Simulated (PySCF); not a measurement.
C4H6NO, SMILES O=C1CCC[N]1 (connectivity only; charge and spin as stated), charge -1, multiplicity 1.

The structure is a stationary point at PBE-D3(BJ)/def2-SVPD. The multiplicity is an assumed one; no other spin state was optimised. The isomer is the one that the SMILES or the coordinates give; other isomers of the formula were not compared. The values are those of a single conformer.

The numbers are results of PBE-D3(BJ)/def2-SVPD run with PySCF 2.14.0, not measurements.

Harmonic, unscaled wavenumbers; measured fundamentals usually lie a few per cent lower.

```tsv
mode	ν (cm⁻¹)	IR (km/mol)	moving atoms (share of kinetic energy)
1	153	1.2	H 52 %, C 38 %, O 10 %
2	225	0.7	N 40 %, H 30 %, C 16 %, O 15 %
3	463	1.0	O 45 %, C 30 %, H 13 %, N 13 %
4	527	3.8	H 43 %, C 42 %
5	616	2.7	C 58 %, H 30 %, O 9 %
6	678	16.1	C 45 %, O 26 %, N 17 %, H 12 %
7	765	1.2	C 44 %, H 31 %, N 19 %
8	851	3.0	H 57 %, C 39 %
9	856	4.2	C 48 %, H 38 %, N 9 %
10	892	4.1	C 59 %, H 40 %
11	974	15.4	H 61 %, C 33 %
12	1008	6.2	H 56 %, C 40 %
13	1047	71.6	C 48 %, N 35 %, H 16 %
14	1101	5.8	H 70 %, C 25 %
15	1133	0.3	H 62 %, C 35 %
16	1167	2.4	H 76 %, C 23 %
17	1196	4.7	H 69 %, C 31 %
18	1236	63.0	H 49 %, C 41 %, N 9 %
19	1247	1.2	H 74 %, C 25 %
20	1338	68.3	C 36 %, N 32 %, H 20 %, O 12 %
21	1393	0.9	H 90 %, C 9 %
22	1409	10.1	H 88 %, C 10 %
23	1428	11.7	H 90 %, C 9 %
24	1630	773.8	C 70 %, O 20 %
25	2748	269.8	H 93 %
26	2868	161.2	H 93 %
27	2925	135.0	H 95 %
28	2936	69.0	H 94 %
29	2975	74.6	H 91 %, C 9 %
30	3009	67.9	H 91 %, C 9 %
```
